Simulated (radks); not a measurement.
Spherical quantum dot in the effective-mass picture: electrons in a parabolic well V = omega^2 r^2 / 2 with omega = 4.13, all in effective atomic units (hartree* = m*/eps^2 hartree, bohr* = eps/m* bohr), one dielectric constant everywhere. Method: non-relativistic Kohn-Sham, LDA (Slater exchange, Perdew-Wang correlation), spin-polarised, spherical densities; computed with a radial shooting solver with Libxc functionals. Levels are named by radial order and angular momentum (1s, 1p, 1d, 2s, ...), and open shells are averaged over m. Results are scaled to m* = 0.259 and eps = 16.4, for which hartree* = 26.2 meV and bohr* = 3.351 nm.

N = 10, configuration 1s2 1p6 1d(up 2, down 0). This is the lowest configuration that the search found. Occupied and some empty levels:

level,occupation,eigenvalue (meV),<r> (nm)
1s up,1,449.35,2.160
1s down,1,451.48,2.149
1p up,3,530.22,2.791
1p down,3,533.16,2.785
1d up,2,616.19,3.270
1d down,0,619.44,3.270
2s up,0,624.75,2.979
2s down,0,627.08,2.985
1f up,0,706.26,3.670
1f down,0,709.51,3.673
2p up,0,717.87,3.411
2p down,0,720.11,3.416

Energy (meV): total 3969.90, kinetic 1086.5, external 1689.6, Hartree 1427.1, exchange-correlation -233.24.

Electron density:

r (nm),n(r) (e/nm^3)
0.263,0.05000
0.556,0.05365
0.849,0.05873
1.14,0.06371
1.43,0.06699
1.73,0.06733
2.02,0.06414
2.31,0.05762
2.61,0.04865
2.90,0.03848
3.19,0.02845
3.48,0.01962
3.78,0.01264
4.07,0.007544
4.36,0.004213
4.65,0.002191
4.95,0.001051
5.24,0.0004734
5.54,0.0001965
5.83,0.00007672
